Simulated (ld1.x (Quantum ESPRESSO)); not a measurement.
## tin (Sn): one change to an ultrasoft potential, before and after

ld1.x (Quantum ESPRESSO) 7.5 input, shortened:

```
&input
   title='Sn', zed=50., rel=1, dft='PZ', iswitch=3,
   config='[Kr] 4d10 5s2 5p0'
 /
 &inputp
   pseudotype=3, tm=.true., lloc=-1, rcloc=2.60,
   nlcc=.true., new_core_ps=.true., rcore=2.30
 /
4
5S  1  0   2.00   0.00  1.65  2.25  0.0
5S  1  0   0.00  -1.30  1.65  2.25  0.0
5P  2  1   0.00   0.00  2.30  2.60  0.0
5P  2  1   0.00  -0.70  2.30  2.60  0.0
 &test
   configts(1)='5s2 5p0'
 /
```

Change: core correction Bessel-smoothed model core inside 0.86 bohr.

Cutoffs: the cutoffs (Ry, on a coarse ladder) from which the occupation-weighted sum of valence levels, in a spherical-Bessel basis at the reference potential, stays within 10 and 1 mRy of its value at 400 Ry; they do not see the model core or the augmentation charge, which bear on the density cutoff. Errors are all-electron minus pseudo energies relative to the spin-unpolarised reference configuration.

Problem. How do hardness, ghosts and transferability respond?

Solution. Both files are so soft that the ladder of cutoffs tells neither apart; of the 9 tests that both files solve, the error grows in 2 and shrinks in 0 by more than 15 % and 0.3 meV (median size 23.5 → 28.3 meV); neither file shows a bound ghost. A model core, the more so a compact one, raises the density cutoff, which this test does not measure.

| quantity | base | changed |
| --- | --- | --- |
| cutoff, loose | 6 Ry | 6 Ry |
| cutoff, tight | 8 Ry | 8 Ry |
| bound ghosts | none | none |
| error for 5s2 5p2, meV [ΔE -21.36 eV] | -46 | -48 |
| error for 5s2 5p1, meV [ΔE -14.26 eV] | -18 | -19 |
| error for 5s1 5p0, meV [ΔE 31.45 eV] | -107 | -121 |
| error for 5s1 5p3, meV [ΔE -14.29 eV] | -20 | -21 |
| error for 5s0 5p4, meV [ΔE -6.96 eV] | -24 | -28 |
| error for 5s1 5p2, meV [ΔE -6.53 eV] | -6.3 | -7.2 |
| error for 5s2 5p1.5, meV [ΔE -18.65 eV] | -33 | -35 |
| error for 5s2 5p2 (spin-polarised), meV [ΔE -21.84 eV] | -43 | -49 |
| error for 5s2 5p1 (spin-polarised), meV [ΔE -14.42 eV] | -16 | -19 |
| s: phases at 2.84 bohr within 0.05 rad from the reference energy up to (Ry; the scan ends near 5) | 4.4 | 4.4 |
| p: phases at 2.84 bohr within 0.05 rad from the reference energy up to (Ry; the scan ends near 5) | 2.6 | 2.6 |
| lowest overlap eigenvalue by channel | s 0.34, p 0.56 | s 0.34, p 0.56 |
